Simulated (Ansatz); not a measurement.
Basis sets compared for Sr2S2⁺ (the lowest doublet isomer of a short search). Charge 1, multiplicity 2. Geometry r2SCAN-D4/def2-TZVP. Ansatz on 4 threads of Arm Neoverse V2 on a shared host; times are rough, and most runs start from earlier orbitals.

Cartesian coordinates in Å:
```
Sr 2.075 0.392 -0.335
Sr -2.076 -0.395 0.326
S 0.352 -1.514 0.410
S -0.351 1.517 -0.402
```

In the def2 sets Sr takes a core potential; there is no spin–orbit coupling. The structure comes from a short search, and lower isomers may exist.

| level | functions | energy (Eh) | HOMO (eV) | LUMO (eV) | wall time |
| --- | --- | --- | --- | --- | --- |
| PBE-D4/def2-SVP | 82 | -857.1718 | -8.39 | -7.68 | 1.8 s |
| PBE0-D4/def2-SVP | 82 | -857.2233 | -9.33 | -6.77 | 2.6 s |

Q: Estimate the rows for PBE-D4/def2-TZVP, PBE0-D4/def2-TZVP (with forces).

A: 
| level | functions | energy (Eh) | HOMO (eV) | LUMO (eV) | wall time |
| --- | --- | --- | --- | --- | --- |
| PBE-D4/def2-TZVP | 140 | -857.4609 | -8.38 | -7.63 | 2.7 s |
| PBE0-D4/def2-TZVP (with forces) | 140 | -857.5083 | -9.33 | -6.71 | 4.3 s |
